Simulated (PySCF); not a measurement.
A geometry optimisation, step by step.

Heptafluoropropyl bromide, C3BrF7.
Atom-mapped SMILES: `[F:1][C:2]([F:3])([F:4])[C:5]([F:6])([F:7])[C:8]([F:9])([F:10])[Br:11]`

Method: PBE0-D3(BJ)/def2-SVP geometry optimisation, gas phase (PySCF 2.14.0); density fitting, grid level 1; the optimiser is geomeTRIC in internal coordinates, started from a GFN2-xTB structure with every atom displaced at random (about 0.01 Å). The frame can shift and turn from step to step; on so coarse a grid that alone can change the energy by a few meV, and forces under 0.02 eV/Å are noise.

Step 0: E = -92120.4123 eV, largest atomic force 1.054 eV/Å
```
atom  x, y, z in Å  |  force x, y, z in eV/Å
F1     -2.307    0.151   -0.775   -0.612  -0.012  -0.750
C2     -1.362    0.123    0.119    0.782   0.167   0.285
F3     -1.419    1.242    0.831    0.223   0.026  -0.116
F4     -1.559   -0.896    0.929   -0.071  -0.414   0.230
C5      0.023   -0.034   -0.596    0.307   0.514   0.086
F6      0.196    1.014   -1.424   -0.156  -0.269   0.429
F7      0.015   -1.149   -1.326   -0.179  -0.007   0.227
C8      1.234   -0.086    0.395   -0.444  -0.332   0.897
F9      1.076   -1.119    1.251    0.037   0.342  -0.726
F10     1.267    1.014    1.148   -0.049  -0.007  -0.460
Br11    2.874   -0.285   -0.568    0.162  -0.007  -0.101
```

Step 1: E = -92120.4532 eV, largest atomic force 0.428 eV/Å
```
atom  x, y, z in Å  |  force x, y, z in eV/Å
F1     -2.334    0.110   -0.646    0.070   0.003   0.221
C2     -1.348    0.045    0.242   -0.082  -0.020  -0.138
F3     -1.424    1.086    1.054   -0.058  -0.040   0.055
F4     -1.478   -1.070    0.945    0.100   0.103  -0.079
C5     -0.012    0.092   -0.546   -0.149   0.051   0.017
F6      0.025    1.296   -1.127    0.178  -0.107  -0.003
F7     -0.064   -0.862   -1.477    0.050   0.051  -0.023
C8      1.267   -0.131    0.297    0.115  -0.008  -0.412
F9      1.241   -1.365    0.773   -0.066  -0.060   0.305
F10     1.326    0.740    1.293   -0.093  -0.081   0.030
Br11    2.839    0.047   -0.826   -0.065   0.108   0.025
```

Step 2: E = -92120.4693 eV, largest atomic force 0.164 eV/Å
```
atom  x, y, z in Å  |  force x, y, z in eV/Å
F1     -2.353    0.118   -0.609    0.063   0.023   0.043
C2     -1.338    0.047    0.242   -0.098   0.013  -0.065
F3     -1.402    1.072    1.077   -0.001   0.032  -0.016
F4     -1.440   -1.076    0.933    0.024  -0.072  -0.003
C5     -0.014    0.090   -0.566   -0.012   0.010  -0.034
F6      0.056    1.291   -1.146   -0.014  -0.028   0.003
F7     -0.066   -0.861   -1.499   -0.060   0.019  -0.002
C8      1.254   -0.137    0.286    0.070  -0.076  -0.052
F9      1.220   -1.359    0.800    0.051  -0.029  -0.027
F10     1.283    0.741    1.276    0.037   0.124   0.100
Br11    2.837    0.063   -0.813   -0.061  -0.014   0.052
```

Step 3: E = -92120.4710 eV, largest atomic force 0.064 eV/Å
```
atom  x, y, z in Å  |  force x, y, z in eV/Å
F1     -2.354    0.123   -0.606    0.019   0.000   0.022
C2     -1.340    0.045    0.244   -0.020   0.027  -0.050
F3     -1.403    1.067    1.081    0.002  -0.009   0.016
F4     -1.439   -1.084    0.927   -0.001  -0.026   0.015
C5     -0.017    0.090   -0.564   -0.011   0.002   0.017
F6      0.052    1.289   -1.144    0.002   0.007   0.004
F7     -0.077   -0.858   -1.500    0.003  -0.011   0.009
C8      1.257   -0.137    0.286    0.033  -0.042  -0.035
F9      1.234   -1.360    0.800   -0.011   0.019  -0.027
F10     1.292    0.745    1.276   -0.017   0.037   0.034
Br11    2.832    0.068   -0.817    0.000  -0.005  -0.006
```

Step 4: E = -92120.4713 eV, largest atomic force under 0.02 eV/Å
```
atom  x, y, z in Å  |  force x, y, z in eV/Å
F1     -2.355    0.124   -0.599    0.003   0.000   0.007
C2     -1.340    0.043    0.247    0.003   0.014  -0.013
F3     -1.401    1.060    1.091    0.002  -0.012   0.012
F4     -1.435   -1.090    0.925   -0.005  -0.010   0.006
C5     -0.019    0.091   -0.564    0.002   0.006   0.015
F6      0.048    1.292   -1.142   -0.006   0.008  -0.004
F7     -0.081   -0.857   -1.500    0.007  -0.007  -0.003
C8      1.259   -0.135    0.282   -0.007  -0.008  -0.016
F9      1.238   -1.358    0.794    0.000   0.014   0.000
F10     1.293    0.748    1.273    0.000  -0.009  -0.001
Br11    2.830    0.071   -0.825    0.003   0.004  -0.004
```

**Question.** Summarise the path.

**Answer.** The energy falls by 1.36 kcal/mol from step 0 to step 4; nine tenths of that is first reached at step 2. It falls at every step. The largest force goes from 1.054 to under 0.02 eV/Å. Among the bonds C8–F9 changes most, from 1.350 to 1.326 Å; the atoms move by 0.081 Å rms after alignment.

**Question.** Follow the three bonds and two angles with the largest change from start to end.

**Answer.** 
```json
{"step": "0", "E above end (kcal/mol)": "1.36", "largest force (eV/Å)": "1.054", "C8–F9 (Å)": "1.350", "F1–C2 (Å)": "1.302", "C8–Br11 (Å)": "1.913", "F9–C8–F10 (°)": "106.1", "C2–C5–F7 (°)": "109.2"}
{"step": "1", "E above end (kcal/mol)": "0.42", "largest force (eV/Å)": "0.428", "C8–F9 (Å)": "1.323", "F1–C2 (Å)": "1.329", "C8–Br11 (Å)": "1.941", "F9–C8–F10 (°)": "110.2", "C2–C5–F7 (°)": "107.4"}
{"step": "2", "E above end (kcal/mol)": "0.05", "largest force (eV/Å)": "0.164", "C8–F9 (Å)": "1.326", "F1–C2 (Å)": "1.326", "C8–Br11 (Å)": "1.938", "F9–C8–F10 (°)": "108.8", "C2–C5–F7 (°)": "108.2"}
{"step": "3", "E above end (kcal/mol)": "0.01", "largest force (eV/Å)": "0.064", "C8–F9 (Å)": "1.327", "F1–C2 (Å)": "1.324", "C8–Br11 (Å)": "1.934", "F9–C8–F10 (°)": "108.9", "C2–C5–F7 (°)": "107.9"}
{"step": "4", "E above end (kcal/mol)": "0.00", "largest force (eV/Å)": "under 0.02", "C8–F9 (Å)": "1.326", "F1–C2 (Å)": "1.324", "C8–Br11 (Å)": "1.933", "F9–C8–F10 (°)": "109.0", "C2–C5–F7 (°)": "107.8"}
```

The cost below is that of the whole optimisation. The run took 90 s of wall time on one thread, Arm Neoverse V1 (aarch64), shared host, and the process peaked at 0.85 GiB of memory.
